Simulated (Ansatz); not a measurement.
Reactions of C₄H₅FO (`C#CCOCF`).

Isolated molecules relaxed with PBE0-D4/def2-TZVP in Ansatz; ΔE leaves out vibrations. CCSD(T)/CBS is the MP2 limit (def2-TZVPP, def2-QZVPP) plus CCSD(T) − MP2 in def2-TZVPP, frozen cores. This one scheme is used for every species. Functionals use def2-TZVPP. B3LYP here is the variant with VWN-RPA as its local correlation; programs differ in this. Triplets are unrestricted, without spin–orbit coupling. For Ga outer-core shells are correlated without core-valence functions, which leaves a few kJ/mol of doubt a bond. Scalar relativity is left out up to krypton. One conformer a species, not always the lowest.

```tsv
reaction	B3LYP-D4 (kJ/mol)	ωB97M-V (kJ/mol)	CCSD(T)/CBS(def2) (kJ/mol)
`C#CCOCF` + H₂S → `FCOCS` + `C#C`	30	27	26
`C#CCOCF` + `[F][GaH][F]` → `C#[C][Ga]([F])[F]` + `COCF`	-43	-44	-52
`C#CCOCF` + H–F → `C#CF` + `COCF`	107	109	124
`C#CCOCF` → `C#COC(C)F`	13	12	17
`C#CCOCF` + `C=CC(=O)O` → `C#CCOC(=O)C=C` + `OCF`	5	6	5
`C#CCOCF` → `C#COCF` + `[CH2]` (triplet)	469	481	483
`C#CCOCF` → `C#CCO` + `[CH]F`	369	366	366
```

Largest T1 diagnostic: 0.018, for `[CH]F`.
